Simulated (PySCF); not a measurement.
**Indium: a sound run and one with changed settings**

Sound run: In⁺ [Kr] 4d10 5s2, In²⁺ [Kr] 4d10 5s1. Calculation: PySCF 2.14, in cc-pVTZ-PP with ECP28MDF (5s4p3d1f, 39 functions); a scalar-relativistic core potential. In the sound run the correlated levels freeze 4s2 4p6 4d10 outside the core potential. The sound run starts from symmetry-adapted Hartree-Fock orbitals and uses a fine grid where one is needed.

Changed run: initial guess atom, at most 50 SCF cycles.

| species | method | sound run (hartree) | changed run (hartree) | converged |
| --- | --- | --- | --- | --- |
| In⁺ | UHF | -189.01875 | -189.01875 | yes |
| In⁺ | TPSS | -189.82954 | -189.82954 | yes |
| In⁺ | CCSD(T) | -189.05144 | -189.05144 | yes |
| In²⁺ | MN15 | -188.80199 | -188.80199 | yes |

Here the plain start reaches the same solutions.
